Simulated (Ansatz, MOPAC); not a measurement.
Gas-phase reaction in SMILES: CCB([NH])N → [CH2]CB(N)N

Wanted: isomerisation energy (enthalpy at 298 K), in kcal/mol. Conventions: no spin-orbit coupling; no dispersion term unless named; valence correlation only; non-relativistic; PM7 with its own dispersion and hydrogen-bond terms; UHF or UKS for open shells. CBS marks a two-point X^-3 extrapolation of the correlation energy; Hartree-Fock from the larger set. First-principles rows: single points at B3LYP-D3(BJ) geometries (Ansatz, a first-principles code), with unscaled harmonic terms from B3LYP/6-31G* (Ansatz) at its own minima. Semi-empirical rows: MOPAC heats of formation at their own minima for 298 K.

| species | coefficient | E at B3LYP/STO-3G (Ansatz), Eh | E at PBE/def2-TZVPD (Ansatz), Eh | H(298 K) - E, kcal/mol | heat of formation at PM7 (MOPAC), kcal/mol |
|---|---|---|---|---|---|
| CCB([NH])N | -1 | -212.68376 | -215.18789 | 73.82 | -14.06 |
| [CH2]CB(N)N | +1 | -212.68005 | -215.20945 | 73.43 | -28.57 |

Coupled cluster (Ansatz) is a level with limits of its own, used here on species with T1 under 0.025 (0.045 for open shells) and stable references: CCSD(T)/CBS(cc-pVTZ,cc-pVQZ). Value to compare with, CCSD(T)/CBS(cc-pVTZ,cc-pVQZ) (Ansatz): -14.6 kcal/mol. 1 Eh = 627.5095 kcal/mol.

Question: Compute it at each level from the table, and compare with CCSD(T)/CBS(cc-pVTZ,cc-pVQZ) (Ansatz).

Answer: 
- B3LYP/STO-3G: the sum of coefficient times E is 0.00371 Eh, or 2.33 kcal/mol; the thermal terms add -0.39. Result: 1.9 kcal/mol. Its difference against CCSD(T)/CBS(cc-pVTZ,cc-pVQZ) (Ansatz) is 16.5 kcal/mol.
- PBE/def2-TZVPD: the sum of coefficient times E is -0.02156 Eh, or -13.53 kcal/mol; the thermal terms add -0.39. Result: -13.9 kcal/mol. Its difference against CCSD(T)/CBS(cc-pVTZ,cc-pVQZ) (Ansatz) is 0.7 kcal/mol.
- PM7: the sum of coefficient times heat of formation is -14.51 kcal/mol; it needs no thermal term. Its difference against CCSD(T)/CBS(cc-pVTZ,cc-pVQZ) (Ansatz) is 0.1 kcal/mol.
